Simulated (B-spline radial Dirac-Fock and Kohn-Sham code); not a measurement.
**Two-hole binding energies of Zr²⁺**

System: Zr²⁺, configuration [Kr] 4d2.

Method: ΔSCF Dirac-Fock with Breit, self-energy and vacuum polarisation, finite nucleus, configuration average. Computed with a radial atomic solver. U is the two-hole binding energy less the two single-hole energies, the effective repulsion of the holes after relaxation. Each two-hole energy is an average over J within one jj subconfiguration.

```
          holes  E(a) (eV)  E(b) (eV)  E(ab) (eV)  U (eV)
   1s⁻¹ 3p3/2⁻¹    18022.2      358.6     18427.6    46.8
   1s⁻¹ 3d5/2⁻¹    18022.2      204.6     18268.0    41.2
           2s⁻²     2562.9     2562.9      5223.6    97.9
   2s⁻¹ 2p1/2⁻¹     2562.9     2333.2      4986.4    90.4
        2p1/2⁻²     2333.2     2333.2      4786.5   120.1
        2p3/2⁻²     2248.7     2248.7      4607.4   110.0
   2p3/2⁻¹ 3s⁻¹     2248.7      458.6      2748.9    41.6
2p3/2⁻¹ 3p1/2⁻¹     2248.7      372.5      2664.4    43.3
2p1/2⁻¹ 3d3/2⁻¹     2333.2      206.9      2581.7    41.6
2p1/2⁻¹ 3d5/2⁻¹     2333.2      204.6      2581.0    43.2
2p3/2⁻¹ 3d5/2⁻¹     2248.7      204.6      2495.2    42.0
        3d3/2⁻²      206.9      206.9       448.7    34.8
3d3/2⁻¹ 3d5/2⁻¹      206.9      204.6       446.8    35.3
        3d5/2⁻²      204.6      204.6           ?       ?
```

Q: Give the missing two-hole energy and U.

A: E(ab) = 444.0 eV and U = 34.9 eV.
